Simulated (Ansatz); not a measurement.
## Molecular dynamics of H$_{6}$C

input.yaml

```yaml
accuracy: low
crystal:
  lattice:
    - [6.065939, 0.0, 0.0]
    - [0.0, 6.065939, 0.0]
    - [0.0, 0.0, 6.065939]
  atoms:
    - { symbol: H, position: [0.79409136, 1.03119977, 0.2288475] }
    - { symbol: H, position: [0.79885591, 1.02997996, 0.10312627] }
    - { symbol: H, position: [0.39760291, 0.48759874, 1.00952888] }
    - { symbol: H, position: [0.33475325, 0.51944886, 0.90367612] }
    - { symbol: H, position: [0.93263209, 0.53148781, 0.43377788] }
    - { symbol: H, position: [0.80767016, 0.51382177, 0.42776189] }
    - { symbol: C, position: [0.27730923, 1.00529825, 0.10497915] }
    - { symbol: H, position: [0.17577494, 1.0184254, 0.25351853] }
    - { symbol: H, position: [0.24339001, 1.14449243, -0.0054166] }
    - { symbol: H, position: [0.24108576, 0.85047732, 0.01892605] }
    - { symbol: H, position: [0.45284247, 1.00748687, 0.15189572] }
    - { symbol: C, position: [0.40134717, 0.51176104, 0.42711154] }
    - { symbol: H, position: [0.46435441, 0.35652327, 0.3589455] }
    - { symbol: H, position: [0.22049615, 0.51983155, 0.39830677] }
    - { symbol: H, position: [0.47925813, 0.65330742, 0.34659286] }
    - { symbol: H, position: [0.43064528, 0.51701967, 0.60699844] }
    - { symbol: C, position: [0.78628424, 0.032811, 0.69120295] }
    - { symbol: H, position: [0.68211395, -0.11522182, 0.6810802] }
    - { symbol: H, position: [0.94712253, -0.00877971, 0.76219504] }
    - { symbol: H, position: [0.70483614, 0.15883184, 0.79258206] }
    - { symbol: H, position: [0.81167929, 0.10052187, 0.52335064] }
basis:
  ecutwfc: 420.0
kpoints:
  mp_grid: { grid: [1, 1, 1] }
hamiltonian:
  xc: pbe
scf:
  occupations: { method: fermi_dirac, width: 0.02 }
  lower_state_search: "off"
md:
  timestep: 0.5
  n_steps: 300
  ensemble: nvt_langevin
  temperature: 250.0
  initial_velocities: maxwell_boltzmann
  seed: 486541
  friction: 0.02
```

Command:

```bash
$ ansatz run input.yaml --threads 1 --pin off --max-ram 3072MiB --backend cpu --events-out ev --progress --plain --runs-dir out
```

It starts from a partly relaxed structure (largest force component 0.27 eV/Å).

Output, in part (step lines):

```
md step     0: t =     0.00 fs  T =   238.1 K  F+E_penalty+E_count = -1042.87441134 eV  E_kin = 0.646300 eV  (8 SCF iters)
md step     1: t =     0.50 fs  T =   229.3 K  F+E_penalty+E_count = -1042.85797727 eV  E_kin = 0.622409 eV  (7 SCF iters)
md step     2: t =     1.00 fs  T =   204.2 K  F+E_penalty+E_count = -1042.80467385 eV  E_kin = 0.554191 eV  (6 SCF iters)
md step     3: t =     1.50 fs  T =   169.7 K  F+E_penalty+E_count = -1042.73612731 eV  E_kin = 0.460644 eV  (6 SCF iters)
md step     4: t =     2.00 fs  T =   153.9 K  F+E_penalty+E_count = -1042.67324367 eV  E_kin = 0.417672 eV  (6 SCF iters)
md step     5: t =     2.50 fs  T =   144.6 K  F+E_penalty+E_count = -1042.63109365 eV  E_kin = 0.392405 eV  (5 SCF iters)
md step     6: t =     3.00 fs  T =   139.8 K  F+E_penalty+E_count = -1042.61872887 eV  E_kin = 0.379577 eV  (5 SCF iters)
md step     7: t =     3.50 fs  T =   146.0 K  F+E_penalty+E_count = -1042.63102275 eV  E_kin = 0.396288 eV  (5 SCF iters)
[... lines left out ...]
md step   299: t =   149.50 fs  T =   257.5 K  F+E_penalty+E_count = -1042.48505877 eV  E_kin = 0.698878 eV  (5 SCF iters)
md step   300: t =   150.00 fs  T =   258.9 K  F+E_penalty+E_count = -1042.49426678 eV  E_kin = 0.702667 eV  (7 SCF iters)
```

The steps, from the saved trajectory:

| time (fs) | T (K) | potential energy less start (eV) |
| --- | --- | --- |
| 0.0 | 238 | 0.000 |
| 5.0 | 152 | 0.226 |
| 10.0 | 177 | 0.174 |
| 15.0 | 115 | 0.378 |
| 20.0 | 132 | 0.273 |
| 25.0 | 137 | 0.275 |
| 30.0 | 172 | 0.351 |
| 35.0 | 168 | 0.276 |
| 40.0 | 131 | 0.341 |
| 45.0 | 154 | 0.247 |
| 50.0 | 166 | 0.272 |
| 55.0 | 185 | 0.324 |
| 60.0 | 205 | 0.298 |
| 65.0 | 175 | 0.406 |
| 70.0 | 169 | 0.396 |
| 75.0 | 202 | 0.447 |
| 80.0 | 199 | 0.464 |
| 85.0 | 248 | 0.386 |
| 90.0 | 245 | 0.428 |
| 95.0 | 223 | 0.447 |
| 100.0 | 289 | 0.361 |
| 105.0 | 253 | 0.507 |
| 110.0 | 252 | 0.428 |
| 115.0 | 295 | 0.288 |
| 120.0 | 213 | 0.406 |
| 125.0 | 207 | 0.366 |
| 130.0 | 197 | 0.446 |
| 135.0 | 184 | 0.383 |
| 140.0 | 234 | 0.391 |
| 145.0 | 221 | 0.460 |
| 150.0 | 259 | 0.380 |

The run went to its last step. A run of 0.15 ps of so small a system gives no equilibrium averages. Limits of this set-up: coarse k mesh, low accuracy level.

Mean squared displacements from the first frame to the last, about the centre of mass: H 0.81 Å², C 0.18 Å².

Last frame:

```xyz
21
Lattice="6.0659 0.0000 0.0000 0.0000 6.0659 0.0000 0.0000 0.0000 6.0659" Properties=species:S:1:pos:R:3
H 5.192 5.760 0.851
H 5.420 5.870 1.538
H 2.209 2.853 5.886
H 2.564 3.365 5.487
H 5.793 2.442 2.991
H 5.351 2.644 2.434
C 1.943 6.015 0.771
H 1.372 5.885 1.687
H 1.695 7.023 0.428
H 1.582 5.415 -0.061
H 3.049 5.973 0.925
C 2.564 3.170 2.735
H 3.459 3.199 2.105
H 1.665 2.866 2.168
H 2.410 4.161 3.175
H 2.764 2.376 3.452
C 5.403 -0.379 3.818
H 5.720 -1.287 3.342
H 6.072 0.478 3.677
H 5.399 -0.529 4.911
H 4.380 -0.143 3.576
```

The run took 2.4 min on 1 thread of INTEL(R) XEON(R) PLATINUM 8581C CPU @ 2.30GHz (Emerald Rapids), with other jobs on the host, peak memory 0.39 GiB.
